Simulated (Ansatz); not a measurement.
Reaction (formal exchange of groups at the Se–Si bond): `O[SiH](F)[SeH]` + `COCO` → `COC(O)[SeH]` + `O[SiH2]F`

Isolated molecules relaxed with PBE0-D4/def2-TZVP in Ansatz; ΔE leaves out vibrations. CBS: MP2 limit from def2 TZ/QZ plus the TZ coupled-cluster correction, frozen cores. This one scheme is used for every species. For Se outer-core shells are correlated without core-valence functions, which leaves a few kJ/mol of doubt a bond. Scalar relativity is left out up to krypton. Each species was taken in one conformer, which may not be the lowest.

```json
{"level": "SCS-MP2/def2-TZVPP", "ΔE (eV)": "1.19"}
{"level": "CCSD/def2-TZVPP", "ΔE (eV)": "1.23"}
```

Q: What does CCSD(T)/CBS give? (An estimate is asked.)

A: Ansatz gave: +1.24 eV. The listed levels differ from it by -0.05, -0.01 eV.

Largest T1 diagnostic among the species: 0.011.

In def2-TZVPP, CCSD(T) changes the Hartree–Fock value by −0.11 eV (the triples alone add −0.02 eV) and MP2 by −0.10 eV. From PBE to PBE0 (25 % exact exchange), in def2-TZVPP and without D4, ΔE moves by +0.05 eV.
